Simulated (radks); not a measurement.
Gd3+, 61 electrons, occupied as [Xe] 4f6 6s1 (not the ground configuration). All-electron calculation, scalar-relativistic Kohn-Sham, LDA (Slater exchange, Perdew-Wang correlation), spin-unpolarised, spherical densities, point nucleus. Program: a radial shooting solver on a logarithmic mesh with Libxc functionals. Some entries of the table are withheld. Estimate them.

orbital,occ.,eigenvalue (eV),<1/r> (bohr^-1),<r> (bohr)
1s,2,-50093.99,71.61,0.02192
2s,2,-8303.469,16.61,0.09334
2p,6,(1),15.51,0.08240
3s,2,(2),6.092,0.2447
3p,6,-1589.077,5.729,0.2432
3d,10,-1217.280,5.438,0.2213
4s,2,-405.7407,2.577,0.5522
4p,6,-312.8515,2.371,0.5840
4d,10,-184.2879,2.094,0.6327
5s,2,-81.9521,1.028,1.295
5p,6,-58.0997,0.8849,(3)
4f,6,-44.3538,1.590,0.8035
6s,1,-25.2760,0.4308,2.980

Answer. 
(1) 2p eigenvalue (eV): -7396.302
(2) 3s eigenvalue (eV): -1870.087
(3) 5p <r> (bohr): 1.482
